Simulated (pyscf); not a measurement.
This saddle point was located with ωB97X-D3(BJ)/def2-SVP in PySCF.

```xyz
6

C     -0.1305     0.1605    -0.6746
Si     0.1891    -0.2788     1.0311
H      0.0364     1.2524     0.7583
H     -1.0843     0.6552    -0.9060
H      0.4969     0.0123    -1.5687
H      1.6624    -0.6088     0.9717
```
Charge 0, spin multiplicity 1.

Surface: singlet, charge 0. Lowest wavenumbers (cm⁻¹): 1127i, 582, 793, 849, 897.

Problem. What reaction is this the transition state of?

Solution. `[CH3][SiH]` [singlet] <-> `[CH2]=[SiH2]`, a hydrogen shift read from left to right: C–H broken and H–Si formed. At CCSD(T)/def2-TZVPP + ΔMP2(QZVPP) it lies +150.8 kJ/mol from the left side and +162.1 kJ/mol from the right (each side as separated species at their lowest minima found). This is the saddle that the search found; another between the same sides may lie lower. The CCSD(T) − MP2 part came from Ansatz, without density fitting, on the same reference. The largest closed-shell T1 diagnostic is 0.037, which may signal static correlation.
